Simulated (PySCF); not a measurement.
bromotrifluoromethane cation (CBrF3), SMILES FC(F)(F)Br (connectivity only; charge and spin as stated), charge +1, multiplicity 2. Atoms are numbered in the order given.

```xyz
5

F      1.4180     1.2381     0.0000
C      1.1728    -0.0012     0.0000
F      1.3820    -0.6271     1.0792
F      1.3820    -0.6271    -1.0792
Br    -1.2764     0.0043     0.0000
```
Charge +1, spin multiplicity 2.

Coordinates come from a B3LYP-D3(BJ)/def2-SVP optimisation. The spin state was assumed, not searched.

Level of theory: PBE/def2-TZVP in PySCF.

ESP charges are fitted to the potential on shells at 1.4 to 2.0 van der Waals radii. Atomic charges (e):

```
atom  Mulliken  meta-Löwdin  Löwdin  ESP fit  Mulliken spin
----  --------  -----------  ------  -------  -------------
F1        0.06        -0.08    0.42     0.06           0.00
C2        0.47         0.86   -0.80     0.40          -0.03
F3        0.05        -0.08    0.41     0.06           0.00
F4        0.05        -0.08    0.41     0.06           0.00
Br5       0.38         0.38    0.55     0.43           1.03
```

Question: Give the Mayer and Wiberg (Löwdin basis) orders of the bonds. (An estimate is asked for; the answer gives what the named calculation found.)

Answer: 
| bond | Mayer | Wiberg |
|---|---|---|
| F1–C2 | 1.36 | 2.07 |
| C2–F3 | 1.35 | 2.06 |
| C2–F4 | 1.35 | 2.06 |
